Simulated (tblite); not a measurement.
Isomers of C4H3F3NO2 (doublet state). All values are computed: GFN2-xTB (tblite) harmonic vibrations without scaling, gas phase. Against measured fundamentals such values can be off by several per cent, at times by over 20. One conformer each. Open shells enter through the occupations alone, without spin polarisation, and single modes of such species can be off by tens of per cent.

Electronic energies: GFN2-xTB at the same geometries; isomer energies are rough at this level and their order can be wrong.

```tsv
SMILES	electronic energy, lowest = 0 (kcal/mol)
O=CN/[C]=C/OC(F)(F)F	13.2
O=C[N]/C=C\OC(F)(F)F	0.0
O=CN/C=[C]/OC(F)(F)F	16.5
```

How do GFN2-xTB zero-point energies change the relative energies?

```json
{"SMILES": "O=C[N]/C=C\\OC(F)(F)F", "ZPE (kcal/mol)": "44.0", "of it from modes above 1550 cm⁻¹": "14.8", "electronic (kcal/mol)": "0.0", "with ZPE, lowest = 0 (kcal/mol)": "0.0", "lowest mode (cm⁻¹)": "45", "rings": "0"}
{"SMILES": "O=CN/[C]=C/OC(F)(F)F", "ZPE (kcal/mol)": "44.7", "of it from modes above 1550 cm⁻¹": "18.1", "electronic (kcal/mol)": "13.2", "with ZPE, lowest = 0 (kcal/mol)": "13.9", "lowest mode (cm⁻¹)": "39", "rings": "0"}
{"SMILES": "O=CN/C=[C]/OC(F)(F)F", "ZPE (kcal/mol)": "44.9", "of it from modes above 1550 cm⁻¹": "18.0", "electronic (kcal/mol)": "16.5", "with ZPE, lowest = 0 (kcal/mol)": "17.4", "lowest mode (cm⁻¹)": "33", "rings": "0"}
```

The zero-point energies span 0.9 kcal/mol, from `O=C[N]/C=C\OC(F)(F)F` to `O=CN/C=[C]/OC(F)(F)F`. The order is unchanged.

What do entropy and thermal enthalpy add at 298.15 K and 1 bar (rigid rotor, harmonic oscillator, one conformer each)?

| SMILES | point group | symmetry number | S (cal/(mol K)) | H − H(0) (kcal/mol) | ZPE + H − H(0) − TS (kcal/mol) |
| --- | --- | --- | --- | --- | --- |
| O=C[N]/C=C\OC(F)(F)F | C1 | 1 | 101.4 | 6.83 | 20.6 |
| O=CN/[C]=C/OC(F)(F)F | C1 | 1 | 102.4 | 6.86 | 21.0 |
| O=CN/C=[C]/OC(F)(F)F | C1 | 1 | 100.2 | 6.66 | 21.7 |

S holds R ln(2S + 1) for the spin.
